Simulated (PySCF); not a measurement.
```xyz
4
charge 0 multiplicity 1, angstrom
B     0.0000    0.0000    0.0000
F     1.3254    0.0000    0.0000
F    -0.6627    1.1478    0.0000
F    -0.6627   -1.1478    0.0000
```

Level of theory: PBE in PySCF with B def2-TZVP, F def2-TZVP; no relativity; density-fitted integrals.

This geometry of BF3 is a stationary point at this level.

Task: What is the point group?

Result: D3h.

Task: Is it a minimum?

Result: Yes: all harmonic wavenumbers are real.

Task: Which band is strongest in the infrared?

Result: 1412 cm⁻¹ (e'), 802 km/mol.

Task: What are the dipole moment and the gap between the highest occupied and lowest empty levels?

Result: 0.00 D and 9.49 eV.
